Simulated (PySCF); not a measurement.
C3H11PSi2.
SMILES: `[SiH3]P[SiH2]C1CC1`

Torsions of this conformer, `[SiH3:1][PH:2][SiH2:3][CH:4]1[CH2:5][CH2:6]1`: Si1–P2–Si3–C4 -173°, P2–Si3–C4–C5 -30°.

The closed-shell ground state was solved at several levels (PySCF, density fitting, gas phase, non-relativistic). One conformer (not necessarily the lowest) at the PBE0-D3(BJ)/def2-SVP geometry, without solvent, vibrations or thermal averaging.

```json
{"level": "PBE0/pcSseg-1", "basis functions": "178", "total energy (Eh)": "-1040.6816", "HOMO (eV)": "-7.37", "LUMO (eV)": "0.17", "gap (eV)": "7.54", "dipole (D)": "1.17"}
{"level": "B3LYP/def2-SVPD", "basis functions": "220", "total energy (Eh)": "-1040.9537", "HOMO (eV)": "-7.09", "LUMO (eV)": "-0.14", "gap (eV)": "6.95", "dipole (D)": "1.10"}
```

(1) Estimate the row for mPW1PW91/pcSseg-1, a basis of 178 functions; the other rows only guide the guess.

(2) Over all these levels, which gives the widest orbital gap and which the narrowest?

(3) How far do the dipole and the HOMO energy spread over the levels?

Answers

(1) Total energy -1041.2189 Eh, HOMO -7.39 eV, LUMO 0.19 eV, gap 7.58 eV, dipole 1.17 D.

(2) mPW1PW91/pcSseg-1 (global hybrid, 25 % exact exchange) has the widest, 7.58 eV, and B3LYP/def2-SVPD (global hybrid, 20 % exact exchange) the narrowest, 6.95 eV. Functional and basis both differ between the two, so the spread mixes both effects.

(3) The dipole runs from 1.10 to 1.17 D (mean 1.15 D) and the HOMO from -7.39 to -7.09 eV.
